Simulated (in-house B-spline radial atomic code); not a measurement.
Successive ionisation energies of arsenic; each step leads to the configuration of the next row (after the last: [Ne] 3s2 3p3). NIST's values go from ground level to ground level; the uncertainty of those that are theory runs from under 0.1 % in few-electron ions to several per cent in heavy many-electron ones. Computed with an all-electron radial atomic-structure program (B-spline basis): non-relativistic Hartree-Fock, average of the configuration, point nuclei.

This level leaves out relativity, spin-orbit splitting included, which matters for heavy ions.

```
  ion      configuration  ionisation energy (eV)  tabulated value (eV)    tabulated kind  computed minus tabulated (eV)  highest orbital  largest mean radius (bohr)
   As  [Ar] 3d10 4s2 4p3                     8.4               9.78855          measured                           -1.4               4p                      2.5611
  As+  [Ar] 3d10 4s2 4p2                    17.3               18.5892          measured                           -1.3               4p                       2.339
 As2+  [Ar] 3d10 4s2 4p1                    27.3                28.349          measured                           -1.0               4p                      2.1793
 As3+      [Ar] 3d10 4s2                    47.2                 50.15          measured                           -3.0               4s                      1.8099
 As4+      [Ar] 3d10 4s1                    60.8                 62.77          measured                           -2.0               4s                      1.7356
 As5+          [Ar] 3d10                   120.1                121.19          measured                           -1.1               3d                     0.65433
 As6+           [Ar] 3d9                   150.7                   147  tabulated theory                            3.7               3d                     0.62943
 As7+           [Ar] 3d8                       ?                     ?  tabulated theory                              ?                ?                           ?
 As8+           [Ar] 3d7                   217.6                   213  tabulated theory                            4.6               3d                     0.59192
 As9+           [Ar] 3d6                   253.8                   247  tabulated theory                            6.8               3d                     0.58291
As10+           [Ar] 3d5                   291.8                   296  tabulated theory                           -4.2               3d                     0.57393
As11+           [Ar] 3d4                   331.6                   333  tabulated theory                           -1.4               3d                     0.56614
As12+           [Ar] 3d3                       ?                     ?  tabulated theory                              ?                ?                           ?
As13+           [Ar] 3d2                       ?                     ?  tabulated theory                              ?                ?                           ?
As14+           [Ar] 3d1                   460.8                   460  tabulated theory                            0.8               3d                     0.54507
As15+       [Ne] 3s2 3p6                   586.5                 587.6    semi-empirical                           -1.1               3p                     0.53815
As16+       [Ne] 3s2 3p5                   629.3                 628.8    semi-empirical                            0.5               3p                     0.53264
As17+       [Ne] 3s2 3p4                   673.0                 672.9    semi-empirical                            0.1               3p                     0.52726
```

**Question.** Fill in the row of As7+.

**Answer.** ionisation energy (eV): 183.2; tabulated value (eV): 180; computed minus tabulated (eV): 3.2; highest orbital: 3d; largest mean radius (bohr): 0.60731.

**Question.** Fill in the row of As12+.

**Answer.** ionisation energy (eV): 373.0; tabulated value (eV): 375; computed minus tabulated (eV): -2.0; highest orbital: 3d; largest mean radius (bohr): 0.55909.

**Question.** Fill in the row of As13+.

**Answer.** ionisation energy (eV): 416.1; tabulated value (eV): 418; computed minus tabulated (eV): -1.9; highest orbital: 3d; largest mean radius (bohr): 0.55206.

**Question.** Where is the largest jump?

**Answer.** From As to As+, by a factor of 2.06 (8.3908 to 17.309 eV); the highest orbital goes from 4p to 4p.

**Question.** How far is this level of theory from the measured and semi-empirical values?

**Answer.** Over those 9 rows the differences run from -2.98 to +0.494 eV (mean absolute value 1.3 eV). The calculation leaves out relativity, correlation and, in open shells, the multiplet splittings that an average leaves out.
